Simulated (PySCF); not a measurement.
H3Mo, neutral, multiplicity 4. Atoms are numbered in the order given.

```xyz
4

Mo     0.0000     0.0000     0.0000
H      1.7114     0.0000     0.0000
H     -0.8557     1.4821     0.0000
H     -0.8557    -1.4821     0.0000
```
Charge 0, spin multiplicity 4.

Coordinates come from a B3LYP-D3(BJ)/def2-TZVPD optimisation. A frequency run showed that this geometry is not a minimum. The multiplicity is an assumed one; other spin states were not compared. The def2 effective core potentials stand for the cores of Mo; spin–orbit coupling is left out.

All values below come from PBE/def2-TZVPD (PySCF).

Isolated molecule, no solvent.

Computed frontier levels, dipole moment and polarisability:
| Item | Result |
|---|---|
| α spin, highest occupied and lowest empty level | -5.22 and -3.29 eV |
| β spin, highest occupied and lowest empty level | -7.45 and -2.91 eV |
| dipole moment | 0.00 D |
| quadrupole, principal values (traceless, Buckingham form, about the centre of nuclear charge) | -1.22, -1.22, 2.44 D·Å |
| mean static polarisability | 55.0 bohr³ (8.16 Å³) |
| polarisability, principal values | 52.8, 56.2, 56.2 bohr³ |
| ⟨S²⟩ | 3.790 (pure state 3.75) |
